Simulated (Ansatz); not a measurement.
Total energies of GeH(NMe2)3 (C₆H₁₉GeN₃) from Ansatz at PBE0-D4/def2-TZVP, gas phase (1 Eh = 27.2114 eV = 2625.5 kJ/mol). The reference geometry is relaxed at PBE-D4/def2-SVP.

| state | geometry | energy (Eh) |
| --- | --- | --- |
| charge 0 singlet | reference | -2480.75029 |
| charge 1 doublet | reference | -2480.48072 |
| charge -1 doublet | reference | -2480.68062 |
| charge -1 doublet | relaxed at PBE-D4/def2-SVP | -2480.71068 |
| free Ge atom (triplet) | – | -2076.65516 |
| free H atom (doublet) | – | -0.50104 |
| free N atom (quartet) | – | -54.54382 |
| free C atom (triplet) | – | -37.80537 |

Single mean-field runs in def2-TZVP are fitted with def2-universal-jkfit.

Task: Work out the vertical ionisation energy to the doublet.

Result: E(charge 1 doublet) − E(charge 0 singlet) = -2480.48072 − (-2480.75029) = 0.26957 Eh = 7.34 eV. For comparison, −ε of the highest occupied level is 5.77 eV at this level, 1.57 eV less.

Task: Work out the vertical electron affinity, to the doublet.

Result: E(charge 0 singlet) − E(charge -1 doublet) = -2480.75029 − (-2480.68062) = -0.06967 Eh = -1.90 eV; negative, so the extra electron isn't bound. The basis lacks diffuse functions, which makes affinities too small.

Task: Give the fundamental gap IE − EA, the Mulliken electronegativity (IE + EA)/2 and the hardness (IE − EA)/2.

Result: From the values in Eh: IE − EA = 0.26957 − (-0.06967) = 0.33924 Eh = 9.23 eV; (IE + EA)/2 = 2.72 eV; (IE − EA)/2 = 4.62 eV. The HOMO–LUMO gap of the same run is 6.59 eV, 2.64 eV smaller than the fundamental gap.

Task: How much does the charge -1 doublet relax, and what is the adiabatic electron affinity?

Result: Relaxation: -2480.68062 − (-2480.71068) = 0.03006 Eh = 0.82 eV. Adiabatic electron affinity: -0.03961 Eh = -1.08 eV, without zero-point energy. 

Task: What is the binding energy per atom against free atoms?

Result: Atoms: 1 × (-2076.65516) + 19 × (-0.50104) + 3 × (-54.54382) + 6 × (-37.80537) = -2476.63860 Eh. Binding: -2476.63860 − (-2480.75029) = 4.11169 Eh = 111.88 eV, or 3.86 eV for each of 29 atoms (no zero-point energy, no counterpoise term).

At PBE0-D4/def2-TZVP the highest occupied level of the charge -1 doublet lies above zero (up to 3.06 eV). By energy differences it is unbound by 1.90 eV (vertical, to the charge 0 singlet, at PBE0-D4/def2-TZVP) and held by the finite basis. At PBE0-D4/def2-TZVP the highest occupied level of the relaxed charge -1 doublet lies above zero (up to 0.38 eV). By energy differences, losing it releases 1.08 eV (each at its own geometry, to the charge 0 singlet, at PBE0-D4/def2-TZVP).
